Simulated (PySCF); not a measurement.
PySCF was given this input:
```python
from pyscf import gto, scf, dft

mol = gto.M(
    atom='''
Cl   -0.00000000   -0.00000000   -0.07094563
H     0.00000000    0.00000000    1.20607566
''',
    basis='aug-cc-pvdz',
    verbose=4,
)

mf = dft.RKS(mol)
mf.xc = 'camb3lyp'
mf.kernel()
```

Question: What does this run give for the HOMO energy, number of basis functions, dipole moment, HOMO-LUMO gap?

Answer: 
The HOMO energy comes out as -10.94 eV and the number of basis functions is 36. The dipole moment is 1.17 D. The HOMO-LUMO gap is 11.03 eV.
